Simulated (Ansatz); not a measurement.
`F[Si](F)(F)Br` + HI → `F[Si](F)(F)I` + HBr at 600 K and 1 bar (ligand exchange at the Si–Br bond).

Program: Ansatz. Geometries: PBE0-D4/def2-TZVP. ΔE: electronic, gas phase. CCSD(T)/CBS adds triple-zeta CCSD(T) − MP2 to the extrapolated MP2 energy (def2 sets, frozen cores). Elements past krypton have def2 core potentials. For Br, I outer-core shells are correlated without core-valence functions, which leaves a few kJ/mol of doubt a bond. Scalar relativity is left out up to krypton.

```tsv
species	CCSD(T)/CBS energy (Eh)	H − E (kJ/mol)	S (J/(mol·K))
`F[Si](F)(F)Br`	-3162.03492	72.5	381.8
HI	-298.03592	31.6	227.0
`F[Si](F)(F)I`	-886.14639	72.2	391.4
HBr	-2573.91920	33.5	219.1
```

H − E and S are ideal-gas, rigid-rotor, harmonic terms from PBE0-D4/def2-TZVP. 1 Eh = 2625.50 kJ/mol, R = 8.31446 J/(mol·K).

By hand: ΔE, ΔH, ΔS and ΔG.

ΔE = (-886.14639) + (-2573.91920) − (-3162.03492) − (-298.03592) = 0.00525 Eh = 13.8 kJ/mol. Δ(H − E) = 72.2 + 33.5 − 72.5 − 31.6 = 1.6, so ΔH = 15.4 kJ/mol. ΔS = 391.4 + 219.1 − 381.8 − 227.0 = 1.7 J/(mol·K). ΔG = 15.4 − 600 × (1.7)/1000 = 14.4 kJ/mol.

By hand: the equilibrium constant, and the temperature at which ΔG would vanish if ΔH and ΔS stayed fixed.

log₁₀ K = −ΔG/(RT ln 10) = -1.3. ΔG = 0 at ΔH/ΔS = 9059 K, far beyond where these terms or the molecules hold.

The number of gas molecules stays the same, so ΔS is small and ΔH decides. A doubt of 5 kJ/mol in ΔE shifts log₁₀ K by 0.4 here. These are equilibria of isolated gas molecules and say nothing of rates. Largest T1 diagnostic: 0.010 (customary marks: 0.02 for closed shells, 0.045 for open ones).
